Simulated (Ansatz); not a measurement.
Abridged output of a molecular run in Ansatz:

```
Functional definition: HF
1388 factors; integrals over basis functions are off by at most 1.5e-3 eV
mean field evaluation 1: about -48995.7524 eV, gradient 3.2e1 eV
mean field evaluation 2: about -48995.7593 eV, gradient 3.2e1 eV
mean field evaluation 4: about -48998.5894 eV, gradient 3.6e0 eV
mean field evaluation 8: about -48998.6291 eV, gradient 1.4e-4 eV
mean field -48998.62914009 eV, -1800.6664084348 hartree, gradient 2.1e-6 eV, S^2 0.000000; 0 other end points of the search recorded, 0 dependent functions left out
23 core orbitals not correlated: weight in the atoms' cores, before any rotation towards them, 1.000 or more for the frozen orbitals, at most 0.000 for the correlated occupied ones
reference -48998.62914009 eV, -1800.6664084348 hartree; 22, 22 occupied and 99, 99 virtual orbitals, 1388 factors
second order -25.62698381 eV of doubles, -0.00000000 eV of singles
cycle   1  -26.91388074 eV  change    -1.3e0 eV  update   1.0e-1
cycle   2  -27.49375320 eV  change   -5.8e-1 eV  update   2.7e-2
cycle   3  -27.59691678 eV  change   -1.0e-1 eV  update   1.2e-2
cycle   4  -27.59457763 eV  change    2.3e-3 eV  update   2.6e-3
cycle   5  -27.59464731 eV  change   -7.0e-5 eV  update   9.7e-4
cycle   6  -27.59448839 eV  change    1.6e-4 eV  update   3.0e-4
cycle   7  -27.59440281 eV  change    8.6e-5 eV  update   1.1e-4
cycle   8  -27.59443156 eV  change   -2.9e-5 eV  update   3.3e-5
perturbative correction -0.72254670 eV, -0.0265531014 hartree
Total energy: -49026.94611836 eV, -1801.7070381919 hartree
```

Its atoms:

Cartesian coordinates in Å:
```
C 0.372 -0.761 -1.240
N -0.029 0.120 -0.161
C -1.462 0.321 -0.096
Si 0.975 0.430 1.159
Cl 0.381 2.137 2.093
Cl 2.900 0.636 0.530
Cl 0.973 -1.048 2.576
H -0.066 -1.762 -1.128
H 0.038 -0.349 -2.198
H 1.456 -0.862 -1.277
H -1.996 -0.622 0.076
H -1.821 0.748 -1.039
H -1.722 1.013 0.705
```

**Question.** Which basis set was used?
A. def2-TZVPP
B. cc-pV(Q+d)Z
C. def2-SVP
D. def2-QZVPP

**Answer.** C. It gives 144 functions.

**Question.** Write the keys of the input that set method, charge and spin (a neutral closed shell needs none for the last two).

**Answer.** 
```yaml
correlation: {method: ccsd_t}
```
